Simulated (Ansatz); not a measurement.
# Energy profile

The step: SnH₄S ([SH][SnH3]) + NH₃ → SnNH₅ ([NH2][SnH3]) + H₂S; bonds formed: Sn1–N7, S2–H6; bonds broken: Sn1–S2, H6–N7 (atoms numbered as in the saddle structure below).

Sn1  (-0.884, 0.359, -0.857)
S2  (1.024, 1.277, 1.632)
H3  (-1.728, -0.644, -1.976)
H4  (-1.992, 1.116, 0.168)
H5  (0.267, 1.273, -1.691)
H6  (0.672, -0.250, 1.031)
N7  (0.142, -1.112, 0.278)
H8  (2.140, 1.395, 0.895)
H9  (0.820, -1.651, -0.250)
H10  (-0.462, -1.761, 0.771)
(Å)

Electronic energies by CCSD(T) at an estimated basis limit (MP2 extrapolated from triple and quadruple zeta, plus CCSD(T) − MP2 in triple zeta), on PBE0-D4/def2-TZVP structures; SnNH₇S, singlet; no counterpoise correction. Computed with Ansatz 0.2.0 (basis: def2-TZVPP and def2-QZVPP); correlated methods freeze the cores. Filled d shells of the heavier atoms are correlated. Core potentials replace the inner electrons of the atoms past krypton. The def2 sets are not built for correlating such inner shells, so the correlated values are less sure here. Extrapolation: Hartree–Fock as exp(−7.88 √X), correlation as X^−2.97.

**Question.** Give the profile in kJ/mol, counted from the separated reactants. (To be estimated.)

**Answer.** Computed:
```csv
point,kJ/mol
"separated: SnH₄S (linked as [SH][SnH3]; Sn1, S2, H3, H4, H5, H8; singlet) + NH₃ (H6, N7, H9, H10; singlet)",0.0
start structure,-16.5
saddle,97.5
end structure,54.3
"separated: SnNH₅ (linked as [NH2][SnH3]; Sn1, H3, H4, H5, N7, H9, H10; singlet) + H₂S (S2, H6, H8; singlet)",71.1
```

T1 diagnostic: at most 0.013. The start structure is not quite a true minimum (one mode of 26i cm⁻¹).

For scale, one of the runs: CCSD(T)/def2-TZVPP, 221 basis functions, launched by `ansatz run in.yaml --threads 4 --pin off --events-out ev --progress --plain --max-ram 9574MiB`. Time: 75 s of wall clock on 4 CPU threads of an Intel Xeon Platinum 8488C; the host was shared. Peak host memory: 3.7 GiB.
